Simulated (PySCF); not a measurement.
SeHF, SMILES F[SeH]. Atoms are numbered in the order given.

```xyz
3

Se     0.0456    -0.3585     0.0000
H     -1.4236    -0.5179     0.0000
F     -0.0142     1.4118     0.0000
```
Charge 0, spin multiplicity 1.

The structure is a stationary point at B3LYP-D3(BJ)/def2-TZVP.

Vertical ionisation energy (IE) and electron affinity (EA) in eV. Rows of orbital energies are one-electron estimates. Where ΔSCF, EOM or ADC give a negative EA the extra electron is unbound and the value depends on the basis.

| level | IE | EA |
|---|---|---|
| −ε(HOMO), −ε(LUMO), r2SCAN/def2-TZVPD (PySCF) | 6.24 | 3.17 |
| −ε(HOMO), −ε(LUMO), B3LYP/def2-TZVPD (PySCF) | 7.03 | 2.65 |
| EOM-CCSD/aug-cc-pVDZ (PySCF) | 9.80 | -0.08 |
| ADC(2)/aug-cc-pVDZ (PySCF) | 9.38 | -0.03 |

**Question.** Beyond the first one, list the lowest photoelectron lines from ADC(2)/aug-cc-pVDZ (PySCF 2.14.0) with their pole strengths (two spins summed). (Estimate from the structure and the level; the computed values follow.)

**Answer.** 12.05 eV (1.75), 13.43 eV (1.70), 14.21 eV (1.76), 15.59 eV (1.77), 21.25 eV (0.06).
